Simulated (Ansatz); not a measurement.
Ansatz (a program for electronic structure) input (r2SCAN/def2-TZVPD):

Ansatz 0.2 input:
```yaml
crystal:
  periodic: [false, false, false]
  atoms:
    - {symbol: O, position_ang: [-2.35775735, -0.38801892, -0.44689481]}
    - {symbol: B, position_ang: [-1.23494447, 0.00069577, -0.24039824]}
    - {symbol: O, position_ang: [-0.01919353, 0.47349117, -0.01841906]}
    - {symbol: B, position_ang: [1.23008676, 0.11914067, 0.23573654]}
    - {symbol: O, position_ang: [2.37998696, -0.16037002, 0.46822743]}
basis:
  gaussian:
    orbitals: def2-TZVPD
hamiltonian:
  xc: {name: r2SCAN}
magnetization: {spin_polarized: true, initial_magnetization: 2}
```

Output:

```
Functional definition: r2SCAN
integrals: 0.09 GiB planned
882 factors; their error is unknown
mean field: 0.93 GiB planned
mean field evaluation 1: about -7481.6226 eV, gradient 5.2e1 eV
mean field evaluation 2: about -7457.5002 eV, gradient 9.5e1 eV
mean field evaluation 4: about -7489.7433 eV, gradient 1.2e1 eV
mean field evaluation 8: about -7490.2291 eV, gradient 7.0e-1 eV
mean field evaluation 16: about -7490.2335 eV, gradient 1.3e-3 eV
mean field evaluation 32: about -7489.2043 eV, gradient 5.7e0 eV
mean field evaluation 64: about -7490.1014 eV, gradient 6.8e-1 eV
mean field evaluation 96: about -7489.9300 eV, gradient 7.5e0 eV
mean field evaluation 128: about -7487.4809 eV, gradient 7.3e0 eV
mean field -7490.23350454 eV, -275.2610042293 hartree, gradient 3.2e-6 eV, S^2 2.009153; 13 other end points of the search recorded, 0 dependent functions left out
reference -7490.23353861 eV, -275.2610054813 hartree; 18, 16 occupied and 176, 178 virtual orbitals, 882 factors
Total energy: -7490.23353861 eV, -275.2610054813 hartree
```

This state (charge 0, triplet) is run at the relaxed geometry of the species with charge 0 and multiplicity 1, and is a spin state other than that species' own.
